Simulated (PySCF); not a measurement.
**Excitation energy of Zr²⁺ by level of theory**

Zr²⁺ [Kr] 4d2 (3F) → Zr²⁺ [Kr] 4d1 5s1 (3D), as a difference of total energies. Calculation: PySCF 2.14, in aug-cc-pVDZ-PP with ECP28MDF (5s5p4d2f, 54 functions); a scalar-relativistic core potential. Correlated levels: valence: 4s2 4p6 frozen. The calculations carry no spin-orbit coupling.

```tsv
method	excitation energy (cm⁻¹)
UHF	19313
MP2 (valence)	19094
SCS-MP2 (valence)	19240
CCSD (valence)	18952
```

With two correlated electrons CCSD is exact in that space.
